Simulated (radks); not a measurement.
Values are calculated unless marked as measured or tabulated.
S11+, 5 electrons, occupied as [He] 2s2 2p0.5 3d0.5 (fractional occupations, a model configuration). Level of theory: non-relativistic Kohn-Sham, r2SCAN, spin-polarised, spherical densities, point nucleus; open shells are filled with parallel spins first; meta-GGA in the generalised Kohn-Sham scheme (a radial shooting solver on a logarithmic mesh with Libxc functionals).

Normalised radial functions P(r) = r R(r), r in bohr:

| r | 3d up |
|---|---|
| 0.00669 | 0.0000 |
| 0.007423 | 0.0000 |
| 0.008303 | 0.0000 |
| 0.009213 | 0.0001 |
| 0.01031 | 0.0001 |
| 0.01143 | 0.0001 |
| 0.01279 | 0.0001 |
| 0.01431 | 0.0002 |
| 0.01587 | 0.0003 |
| 0.01775 | 0.0004 |
| 0.0197 | 0.0005 |
| 0.02204 | 0.0007 |
| 0.02445 | 0.0010 |
| 0.02735 | 0.0013 |
| 0.03035 | 0.0018 |
| 0.03394 | 0.0025 |
| 0.03766 | 0.0033 |
| 0.04212 | 0.0045 |
| 0.04674 | 0.0061 |
| 0.05228 | 0.0082 |
| 0.05848 | 0.0112 |
| 0.06489 | 0.0148 |
| 0.07258 | 0.0199 |
| 0.08053 | 0.0262 |
| 0.09007 | 0.0349 |
| 0.09995 | 0.0455 |
| 0.1118 | 0.0600 |
| 0.124 | 0.0773 |
| 0.1387 | 0.1009 |
| 0.154 | 0.1285 |
| 0.1722 | 0.1654 |
| 0.1926 | 0.2109 |
| 0.2137 | 0.2619 |
| 0.239 | 0.3269 |
| 0.2652 | 0.3969 |
| 0.2967 | 0.4824 |
| 0.3292 | 0.5704 |
| 0.3682 | 0.6722 |
| 0.4086 | 0.7699 |
| 0.457 | 0.8735 |
| 0.5071 | 0.9624 |
| 0.5672 | 1.0438 |
| 0.6293 | 1.0994 |
| 0.7039 | 1.1295 |
| 0.7873 | 1.1219 |
| 0.8736 | 1.0774 |
| 0.9771 | 0.9897 |
| 1.084 | 0.8765 |
| 1.213 | 0.7304 |
| 1.346 | 0.5845 |
| 1.505 | 0.4312 |
| 1.67 | 0.3041 |
| 1.868 | 0.1928 |
| 2.073 | 0.1163 |
| 2.318 | 0.0611 |
| 2.572 | 0.0304 |
| 2.877 | 0.0127 |

3d up: eigenvalue -205.88 eV, 0 radial nodes, <r> = 0.856 bohr, 90 % of the charge inside 1.30 bohr.
